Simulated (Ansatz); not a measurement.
`C=[CH][SnH2][F]` + CH₃OH → `C[O][SnH2][F]` + `C=C` at 500 K and 1 bar (ligand exchange at the Sn–C bond).

Calculated with Ansatz (gas phase, PBE0-D4/def2-TZVP geometries, no zero-point term in ΔE). CCSD(T)/CBS is the MP2 limit (def2-TZVPP, def2-QZVPP) plus CCSD(T) − MP2 in def2-TZVPP, frozen cores. This one scheme is used for every species. Elements past krypton have def2 core potentials. For Sn outer-core shells are correlated without core-valence functions, which leaves a few kJ/mol of doubt a bond. One conformer a species, not always the lowest.

```tsv
species	CCSD(T)/CBS energy (Eh)	H − E (kJ/mol)	S (J/(mol·K))
`C=[CH][SnH2][F]`	-392.92056	192.4	396.3
CH₃OH	-115.61712	157.0	265.4
`C[O][SnH2][F]`	-430.07156	192.5	406.0
`C=C`	-78.48111	155.1	245.3
```

H − E and S are ideal-gas, rigid-rotor, harmonic terms from PBE0-D4/def2-TZVP, for one conformer and one mirror image of each species. 1 Eh = 2625.50 kJ/mol, R = 8.31446 J/(mol·K).

Problem. By hand: ΔE, ΔH, ΔS and ΔG.

Solution. ΔE = (-430.07156) + (-78.48111) − (-392.92056) − (-115.61712) = -0.01499 Eh = -39.4 kJ/mol. Δ(H − E) = 192.5 + 155.1 − 192.4 − 157.0 = -1.8, so ΔH = -41.2 kJ/mol. ΔS = 406.0 + 245.3 − 396.3 − 265.4 = -10.4 J/(mol·K). ΔG = -41.2 − 500 × (-10.4)/1000 = -36.0 kJ/mol.

Problem. By hand: the equilibrium constant, and the temperature at which ΔG would vanish if ΔH and ΔS stayed fixed.

Solution. log₁₀ K = −ΔG/(RT ln 10) = 3.8. ΔG = 0 at ΔH/ΔS = 3962 K, far beyond where these terms or the molecules hold.

The number of gas molecules stays the same, so ΔS is small and ΔH decides. A doubt of 5 kJ/mol in ΔE shifts log₁₀ K by 0.5 here. Other conformers and mirror images would add mixing entropy, several J/(mol·K) or more a flexible species. These are equilibria of isolated gas molecules and say nothing of rates. Largest T1 diagnostic: 0.014 (customary marks: 0.02 for closed shells, 0.045 for open ones).
